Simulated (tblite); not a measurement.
Compound: C3H11GeOSi (doublet state).
SMILES with atom numbers: `[CH3:1][CH2:2][CH2:3][GeH2:4][O:5][SiH2:6]` (hydrogens: H7, H8, H9 on C1; H10, H11 on C2; H12, H13 on C3; H14, H15 on Ge4; H16, H17 on Si6)

Computed with GFN2-xTB (tblite), gas phase: L-BFGS steps from a force-field or distance-geometry start until the largest atomic force falls under 0.01 eV/Å.

Step 36: E = -537.7061 eV
```
atom  x, y, z in Å  |  force x, y, z in eV/Å
C1     -2.4720   -0.9703    0.4459    0.013  -0.008   0.026
C2     -1.5116    0.2086    0.3649    0.027   0.003   0.021
C3     -0.3722   -0.0688   -0.6128   -0.025   0.021   0.013
Ge4     1.0149    1.3605   -0.6073   -0.075  -0.058  -0.003
O5      2.3356    0.8645    0.4272    0.020  -0.021   0.016
Si6     3.4486   -0.2747    0.7313   -0.001  -0.006  -0.004
H7     -2.9446   -1.1511   -0.5181   -0.004   0.004   0.036
H8     -3.2433   -0.7823    1.1897   -0.037   0.001  -0.052
H9     -1.9301   -1.8672    0.7385   -0.030  -0.043  -0.010
H10    -2.0540    1.1081    0.0597    0.031  -0.025  -0.016
H11    -1.1007    0.3955    1.3604    0.051   0.030   0.007
H12    -0.7738   -0.1887   -1.6215    0.029  -0.014   0.043
H13     0.1151   -1.0094   -0.3374   -0.029   0.048  -0.065
H14     0.5989    2.6593    0.0372   -0.002   0.005   0.021
H15     1.6272    1.6427   -1.9661    0.050  -0.002  -0.025
H16     4.4242   -0.3296   -0.3533    0.013   0.022  -0.013
H17     2.8306   -1.5850    0.9506   -0.031   0.043   0.006
```

Step 37: E = -537.7072 eV
```
atom  x, y, z in Å  |  force x, y, z in eV/Å
C1     -2.4713   -0.9706    0.4471   -0.013  -0.016   0.021
C2     -1.5120    0.2081    0.3671    0.045   0.008  -0.006
C3     -0.3765   -0.0678   -0.6138    0.032   0.003  -0.022
Ge4     1.0149    1.3583   -0.6069   -0.090  -0.040  -0.037
O5      2.3357    0.8627    0.4245    0.037  -0.030   0.030
Si6     3.4516   -0.2731    0.7321    0.003   0.000  -0.018
H7     -2.9418   -1.1514   -0.5176   -0.003   0.000   0.019
H8     -3.2462   -0.7786    1.1855   -0.039  -0.015  -0.026
H9     -1.9322   -1.8692    0.7412   -0.035  -0.022  -0.002
H10    -2.0538    1.1073    0.0609    0.018  -0.016   0.000
H11    -1.0974    0.3944    1.3609    0.041   0.032   0.010
H12    -0.7771   -0.1884   -1.6234    0.019   0.006   0.061
H13     0.1115   -1.0091   -0.3429   -0.025   0.036  -0.049
H14     0.5997    2.6564    0.0401   -0.001   0.006   0.018
H15     1.6282    1.6432   -1.9669    0.039  -0.007  -0.005
H16     4.4282   -0.3286   -0.3528    0.000   0.021   0.000
H17     2.8315   -1.5816    0.9539   -0.027   0.034   0.007
```

Step 38: E = -537.7083 eV
```
atom  x, y, z in Å  |  force x, y, z in eV/Å
C1     -2.4709   -0.9708    0.4489   -0.033  -0.018   0.011
C2     -1.5115    0.2075    0.3694    0.042   0.003  -0.017
C3     -0.3813   -0.0666   -0.6163    0.063  -0.017  -0.039
Ge4     1.0133    1.3545   -0.6070   -0.056  -0.004  -0.057
O5      2.3377    0.8597    0.4203    0.027  -0.024   0.028
Si6     3.4572   -0.2709    0.7332    0.006   0.008  -0.027
H7     -2.9368   -1.1529   -0.5175   -0.003  -0.004   0.001
H8     -3.2521   -0.7732    1.1790   -0.030  -0.029  -0.002
H9     -1.9361   -1.8710    0.7470   -0.040   0.002   0.008
H10    -2.0532    1.1065    0.0637    0.007  -0.006   0.016
H11    -1.0925    0.3925    1.3618    0.031   0.033   0.008
H12    -0.7827   -0.1845   -1.6255   -0.001   0.022   0.052
H13     0.1050   -1.0099   -0.3532   -0.006   0.008  -0.026
H14     0.5991    2.6516    0.0442    0.000   0.001   0.013
H15     1.6278    1.6438   -1.9679    0.024  -0.013   0.016
H16     4.4353   -0.3279   -0.3510   -0.008   0.019   0.008
H17     2.8347   -1.5765    0.9599   -0.024   0.018   0.009
```

**Question.** Estimate the geometry and energy of step 39. (The exact step hangs on the optimiser's Hessian estimate; all steps are aligned on step 38, rigid shifts and turns removed.)

**Answer.** E = -537.7090 eV, largest force 0.065 eV/Å
```
atom  x, y, z in Å  |  force x, y, z in eV/Å
C1     -2.4711   -0.9706    0.4505   -0.033  -0.008   0.000
C2     -1.5102    0.2069    0.3709    0.024  -0.008  -0.010
C3     -0.3841   -0.0660   -0.6193    0.053  -0.025  -0.027
Ge4     1.0113    1.3510   -0.6076   -0.006   0.023  -0.048
O5      2.3406    0.8573    0.4166   -0.002  -0.007   0.015
Si6     3.4629   -0.2686    0.7341    0.003   0.009  -0.024
H7     -2.9315   -1.1547   -0.5180   -0.006  -0.007  -0.011
H8     -3.2580   -0.7686    1.1732   -0.018  -0.034   0.009
H9     -1.9402   -1.8717    0.7533   -0.040   0.014   0.015
H10    -2.0524    1.1061    0.0670    0.006  -0.001   0.022
H11    -1.0882    0.3906    1.3624    0.027   0.030   0.001
H12    -0.7883   -0.1788   -1.6270   -0.015   0.027   0.023
H13     0.0985   -1.0119   -0.3634    0.016  -0.019  -0.010
H14     0.5973    2.6465    0.0478    0.002  -0.003   0.008
H15     1.6267    1.6437   -1.9680    0.017  -0.013   0.021
H16     4.4419   -0.3277   -0.3489   -0.007   0.017   0.004
H17     2.8379   -1.5714    0.9655   -0.020   0.003   0.011
```

The energy changes by -0.0007 eV. The first-order estimate −F·Δx gives -0.0010 eV and the mean of the old and new forces, exact on a quadratic surface, -0.0007 eV. The step makes an angle of 78° with the force vector and moves no atom by more than 0.012 Å.

The cost below is that of the whole relaxation. The run took 1.0 s on one thread, Arm Neoverse V2 (aarch64), shared host with 96 logical CPUs at a one-minute load of 29.
